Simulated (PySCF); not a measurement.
Distorted geometries of Eu(OH)2

Eu(OH)2 (singlet in the valence; each metal's 4f electrons, 7 of them, lie in its core potential, out of spins and levels). PySCF 2.14.0, RKS PBE0, Eu lcecp-0-SVP with ECP53, O def2-SVP, H def2-SVP; non-relativistic Hamiltonian with scalar-relativistic core potentials where named; density fitting; no spin-orbit coupling. Relaxed geometry:

```xyz
5

Eu    0.0452    0.7710   -0.0560
O    -0.0055    0.0502    1.9873
H    -0.0383   -0.4531    2.8022
O    -0.0055   -0.2374   -1.9737
H    -0.0383   -0.8532   -2.7073
```

Question: Order these distorted geometries by energy above the relaxed one, lowest first.
A.
```xyz
5

Eu    0.0614    0.7809   -0.0238
O    -0.0066    0.0313    2.0880
H    -0.0983   -0.4101    2.8379
O     0.0224   -0.2975   -2.0604
H    -0.0213   -0.8272   -2.7892
```
B.
```xyz
5

Eu    0.0341    0.8080   -0.1021
O    -0.0307    0.0479    2.0187
H    -0.0228   -0.4925    2.7678
O    -0.0100   -0.2652   -1.9565
H    -0.0129   -0.8207   -2.6754
```
C.
```xyz
5

Eu    0.0746    0.6629    0.2540
O    -0.1618    0.4106    1.9306
H    -0.0637   -0.4360    2.7278
O     0.0737   -0.4070   -2.1233
H     0.0349   -0.9531   -2.7367
```

Answer: B (0.17 eV), A (0.51 eV), C (5.28 eV).

Question: Which forces (eV/Å) act in the one that lies 0.51 eV up?

Answer: 
```
Eu  -0.05 -1.32 -0.41
O    0.63  3.58 -6.32
H   -0.61 -3.13  5.29
O    0.20  3.12  4.44
H   -0.18 -2.25 -3.00
```
Forces carry noise of the integration grid, about 0.01 to 0.03 eV/Å.

An lcecp potential fixes the number of 4f electrons, so in runs with it no electron can move into or out of that shell.
